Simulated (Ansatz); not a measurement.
Coupled-cluster run, C$_{3}$H$_{6}$OSSi, SMILES `C=C=C(O)[SiH2]S`.

```yaml
crystal:
  periodic: [false, false, false]
  atoms:
    - {symbol: C, position_ang: [-2.290402, 0.457415, -0.505139]}
    - {symbol: C, position_ang: [-1.147599, -0.140604, -0.323947]}
    - {symbol: C, position_ang: [0.026693, -0.689705, -0.148147]}
    - {symbol: O, position_ang: [0.252812, -2.021644, 0.076200]}
    - {symbol: Si, position_ang: [1.545898, 0.400995, -0.204953]}
    - {symbol: S, position_ang: [2.632176, 0.392412, 1.632357]}
    - {symbol: H, position_ang: [-2.862208, 0.856152, 0.328808]}
    - {symbol: H, position_ang: [-2.717843, 0.578016, -1.497139]}
    - {symbol: H, position_ang: [-0.591684, -2.485128, 0.096465]}
    - {symbol: H, position_ang: [1.073325, 1.758731, -0.562469]}
    - {symbol: H, position_ang: [2.517617, -0.115678, -1.199433]}
    - {symbol: H, position_ang: [1.638112, 0.953738, 2.341497]}
basis:
  gaussian: {orbitals: def2-TZVPP}
correlation: {method: ccsd_t}
```

```sh
$ ansatz run in.yaml --threads 4 --pin off --events-out ev --progress --plain --max-ram 10444MiB
```

Output of Ansatz, abridged:

```
Functional definition: HF
1733 factors; integrals over basis functions are off by at most 7.8e-4 eV
mean field evaluation 1: about -23900.6773 eV, gradient 3.6e1 eV
mean field evaluation 2: about -23901.0787 eV, gradient 3.6e1 eV
mean field evaluation 4: about -23904.7430 eV, gradient 4.7e0 eV
mean field evaluation 8: about -23904.8208 eV, gradient 3.5e-1 eV
mean field -23904.82151280 eV, -878.4859873253 hartree, gradient 7.8e-6 eV, S^2 0.000000; 0 other end points of the search recorded, 0 dependent functions left out
14 core orbitals not correlated: weight in the atoms' cores, before any rotation towards them, 1.000 or more for the frozen orbitals, at most 0.000 for the correlated occupied ones
reference -23904.82151280 eV, -878.4859873253 hartree; 17, 17 occupied and 261, 261 virtual orbitals, 1733 factors
second order -27.31177117 eV of doubles, -0.00000000 eV of singles
cycle   1  -27.80403107 eV  change   -4.9e-1 eV  update   1.2e-1
cycle   2  -28.53328378 eV  change   -7.3e-1 eV  update   4.0e-2
cycle   3  -28.71092010 eV  change   -1.8e-1 eV  update   2.1e-2
cycle   4  -28.70224873 eV  change    8.7e-3 eV  update   5.4e-3
cycle   5  -28.70032990 eV  change    1.9e-3 eV  update   2.4e-3
cycle   6  -28.70147582 eV  change   -1.1e-3 eV  update   6.9e-4
cycle   7  -28.70127225 eV  change    2.0e-4 eV  update   3.0e-4
cycle   8  -28.70123609 eV  change    3.6e-5 eV  update   1.0e-4
cycle   9  -28.70129454 eV  change   -5.8e-5 eV  update   4.3e-5
cycle  10  -28.70129222 eV  change    2.3e-6 eV  update   1.8e-5
perturbative correction -1.34058059 eV, -0.0492654278 hartree
Total energy: -23934.86338561 eV, -879.5900057879 hartree
```

Hardware: 4 threads of an Intel Xeon Platinum 8259CL on a shared host. Wall time 4.5 min, peak host memory 9.2 GiB.

MP2 recovers 90.9 % of the CCSD(T) correlation energy and the triples give 4.5 %; T1 = 0.0129.
